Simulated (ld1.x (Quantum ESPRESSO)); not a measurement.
## Before and after: PAW potential for sulfur (S)

ld1.x (Quantum ESPRESSO) 7.5 input, shortened:

```
&input
   title='S', zed=16., rel=1, dft='PBE', iswitch=3,
   config='[Ne] 3s2 3p4'
 /
 &inputp
   pseudotype=3, lpaw=.true., tm=.true., lloc=-1, rcloc=1.10,
   nlcc=.true., new_core_ps=.true.,
   which_augfun='PSQ', rmatch_augfun_nc=.true.
 /
4
3S  1  0   2.00   0.00  1.15  1.40  0.0
3S  1  0   0.00  -0.30  1.15  1.40  0.0
3P  2  1   4.00   0.00  1.15  1.40  0.0
3P  2  1   0.00   0.95  1.15  1.40  0.0
 &test
   configts(1)='3s2 3p4'
 /
```

All-electron outer shells of the reference configuration (PBE, scalar-relativistic, ld1.x):

```
shell  level (eV)  outermost node (bohr)  outermost maximum (bohr)
   2s     -211.71                   0.13                      0.39
   2p     -156.51                      –                      0.33
   3s      -17.26                   0.60                      1.40
   3p       -7.01                   0.58                      1.61
```

Change: core correction a·sin(br)/r model core, default radius (ld1.x builds one for every PAW set, though the input has nlcc=.false.).

Cutoffs: the cutoffs (Ry, on a coarse ladder) from which the occupation-weighted sum of valence levels, in a spherical-Bessel basis at the reference potential, stays within 10 and 1 mRy of its value at 400 Ry; they do not see the model core or the augmentation charge, which bear on the density cutoff. Errors are all-electron minus pseudo energies relative to the spin-unpolarised reference configuration.

**Question.** How do hardness, ghosts and transferability respond?

**Answer.** The potential gets neither clearly harder nor softer (18 Ry and 40 Ry → 18 Ry and 40 Ry); of the 7 tests that both files solve, the error grows in 0 and shrinks in 5 by more than 15 % and 0.3 meV (median size 1.5 → 0.6 meV); neither file shows a bound ghost. The default core radius of the base comes out at 0.87 bohr. A model core, the more so a compact one, raises the density cutoff, which this test does not measure.

```tsv
quantity	base	changed
cutoff, loose	18 Ry	18 Ry
cutoff, tight	40 Ry	40 Ry
bound ghosts	none	none
error for 3s2 3p3, meV [ΔE 11.77 eV]	-1.5	+1.0
error for 3s2 3p2, meV [ΔE 34.05 eV]	-8.4	-0.4
error for 3s2 3p1, meV [ΔE 68.09 eV]	-33	-13
error for 3s2 3p4.3, meV [ΔE -1.71 eV]	+0.2	-0.2
error for 3s2 3p3.5, meV [ΔE 4.66 eV]	-0.4	+0.6
error for 3s0 3p6, meV [ΔE 20.74 eV]	-1.8	-1.0
error for 3s1 3p5, meV [ΔE 10.31 eV]	-0.6	-0.2
s: phases at 1.54 bohr within 0.05 rad from the reference energy up to (Ry; the scan ends near 5)	to the end of the scan	to the end of the scan
p: phases at 1.54 bohr within 0.05 rad from the reference energy up to (Ry; the scan ends near 5)	to the end of the scan	to the end of the scan
lowest overlap eigenvalue by channel	s 0.45, p 0.74	s 0.45, p 0.74
```
